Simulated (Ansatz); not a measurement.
CH$_{6}$AlNSi, SMILES `[SiH3][N]1[CH2][AlH]1`, relaxed with RKS PBE-D4/def2-SVP in Ansatz 0.2.0 from a rough embedded geometry. The force threshold is 0.03 eV/Å; the program also tests the step.

Total charge 0; spin multiplicity 1.

Start:

```xyz
10

Si    0.726   -1.059    0.646
N    -0.439    0.234    0.694
C    -0.008    1.327   -0.190
Al   -1.394    0.202   -1.042
H     1.503   -1.160   -0.610
H     1.719   -0.910    1.785
H     0.045   -2.380    0.883
H    -0.472    2.305    0.174
H     1.006    1.338   -0.501
H    -2.687    0.103   -1.839
```

(1) How much energy does the relaxation release, and in how many steps? (Estimate.)

(2) Which bonds change most? (Best estimate.)

(3) Give the relaxed structure. (Estimate.)

Results:

(1) The calculation gave: 105.09 kJ/mol, in 10 steps.

(2) Computed: N2–Al4 from 1.982 to 1.773 Å; Al4–H10 from 1.522 to 1.582 Å; N2–C3 from 1.470 to 1.531 Å; C3–H9 from 1.060 to 1.111 Å.

(3) The calculation gave: 
```xyz
10

Si    0.822   -1.178    0.683
N    -0.287   -0.100   -0.116
C    -0.040    1.391   -0.359
Al   -1.692    0.581   -0.956
H     2.142   -1.272   -0.047
H     1.135   -0.717    2.088
H     0.199   -2.547    0.742
H     0.028    2.010    0.562
H     0.803    1.622   -1.045
H    -3.110    0.210   -1.554
```
